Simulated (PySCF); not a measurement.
## [Pm4S4]4+ at several levels of theory

Computed with PySCF 2.14.0 (density fitting, no spin-orbit coupling) at the geometry relaxed with B3LYP:

```xyz
8
[Pm4S4]4+ (singlet in the valence; each metal's 4f electrons, 4 of them, lie in its core potential, out of spins and levels)
Pm    1.4437    1.4437    1.4437
Pm    1.4437   -1.4437   -1.4437
Pm   -1.4437    1.4437   -1.4437
Pm   -1.4437   -1.4437    1.4437
S     1.2885    1.2885   -1.2885
S     1.2885   -1.2885    1.2885
S    -1.2885    1.2885    1.2885
S    -1.2885   -1.2885   -1.2885
```

| level | basis | state | HOMO (eV) | gap (eV) | charge on Pm1 (e) | population of f-type functions on Pm1 (polarisation alone where 4f lies in the core) | dipole about the centre of mass (D) | largest force component (eV/Å) |
| --- | --- | --- | --- | --- | --- | --- | --- | --- |
| B3LYP | Pm lcecp-1-SVP with ECP50, S def2-SVP | singlet | -21.27 | 4.39 | 1.51 | 0.03 | 0.00 | 0.00 |
| PBE | the same | singlet | -20.63 | 3.06 | 1.44 | 0.03 | 0.00 | 0.12 |
| CAM-B3LYP | the same | singlet | -22.54 | 6.93 | 1.54 | 0.03 | 0.00 | 0.13 |
| BLYP | the same | singlet | -20.38 | 3.01 | 1.43 | 0.03 | 0.00 | 0.13 |
| B3LYP | Pm lcecp-1-TZVP with ECP50, S def2-TZVP | singlet | -21.12 | 4.35 | 1.68 | 0.04 | 0.00 | 0.17 |

In the lcecp rows the 4f levels are missing from HOMO and gap, and the state counts the valence alone.

Charges are Mulliken's, which hang on the basis. The relaxation used the grid (50, 194), these runs (75, 302) or, all-electron (x2c bases, spin-free X2C Hamiltonian), (99, 590).

What does TPSSh with Pm lcecp-1-SVP with ECP50, S def2-SVP give here?

state singlet, HOMO (eV) -20.96, gap (eV) 3.92, charge on Pm1 (e) 1.55, population of f-type functions on Pm1 (polarisation alone where 4f lies in the core) 0.03, dipole about the centre of mass (D) 0.00, largest force component (eV/Å) 0.11. Time: 29 s on 4 threads of Arm Neoverse V2, on a shared host, from an already converged density.

In the first row's basis the gap widens with exact exchange: 3.0 to 3.1 eV for BLYP, PBE (none); 3.9 to 4.4 eV for TPSSh, B3LYP (a fixed share); 6.9 eV for CAM-B3LYP (rising or full at long range).

An lcecp potential fixes the number of 4f electrons, so in runs with it no electron can move into or out of that shell.
